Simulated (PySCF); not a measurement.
# One molecule, several mistakes: AlBH4NO

Calculated results; nothing here was measured. They come from PySCF 2.14.0, an open-source quantum chemistry program, on an isolated molecule that a program drew, which may never have been made. The molecule is AlBH4NO (charge 0, doublet), drawn as the SMILES string `N[B][AlH][OH]`.

Each row is a Hartree-Fock (HF) and frozen-core CCSD(T) single point in the cc-pV(D+d)Z basis, meant for a local HF minimum. Run 1 is clean. Each other run has one planted mistake out of seven kinds, and not every kind appears here: one electron removed, one electron added, multiplicity raised by two, geometry at a saddle point, minimal basis STO-3G, one bond length entered in bohr, all coordinates scaled. The reference is restricted for singlets and unrestricted otherwise, and also for a bond in bohr. Adding or removing an electron swaps singlet and doublet. Electrons count all cores. HOMO and LUMO are orbital energies over both spins, the gradient is its largest component, and the lowest frequency (negative if imaginary) is given only where the gradient is small. Bond lengths are over the 7 bonds as drawn. T1 is the CCSD diagnostic: over 0.02 (restricted) or 0.045 (unrestricted) a single reference is doubtful.

Geometry of the clean run:
```xyz
8
AlBH4NO, angstrom
N    -0.7037   -0.9333    1.9135
B    -0.7592    0.3796    1.5242
Al   -0.8082    2.3372    0.9544
O    -2.2064    3.0544    0.3100
H    -0.9195   -1.2414    2.8419
H    -0.4329   -1.6779    1.3004
H     0.4499    3.2748    1.0860
H    -3.0487    2.6632    0.1549
```

| run | electrons | basis functions | <S^2> | HOMO (eV) | LUMO (eV) | gradient (hartree/bohr) | lowest frequency (cm^-1) | mean bond (Å) | longest bond (Å) | T1 | HF (hartree) | CCSD(T) (hartree) | mistake |
|---|---|---|---|---|---|---|---|---|---|---|---|---|---|
| 1 | 37 | 85 | 0.761 | -7.15 | 1.87 | 1.3e-05 | 87 | 1.3754 | 2.039 | 0.0163 | -398.29213 | -398.82418 | no fault |
| 2 | 36 | 85 | 0.000 | -16.85 | -5.41 | 9.1e-02 | - | 1.3754 | 2.039 | 0.0189 | -398.06311 | -398.58678 | one electron removed |
| 3 | 37 | 85 | 1.546 | -7.19 | 1.48 | 9.5e-03 | - | 1.5756 | 2.975 | 0.0623 | -398.18733 | -398.71471 | one bond length entered in bohr |
| 4 | 37 | 28 | 0.771 | -4.33 | 8.49 | 7.3e-02 | - | 1.3754 | 2.039 | 0.0213 | -393.25764 | -393.43832 | ? |

**Which mistake was planted in run 4, and what did it cost?**

It has 28 basis functions where the clean run has 85, with the same electrons and geometry. So the mistake is: minimal basis STO-3G. Subtracting run 1 and multiplying by 627.51 kcal/mol a hartree, the energy moved by 3159.2 kcal/mol in HF and 3379.7 kcal/mol in CCSD(T).

Cautions from the logs. Run 3: T1 is over the limit, so its CCSD(T) energy is less reliable.
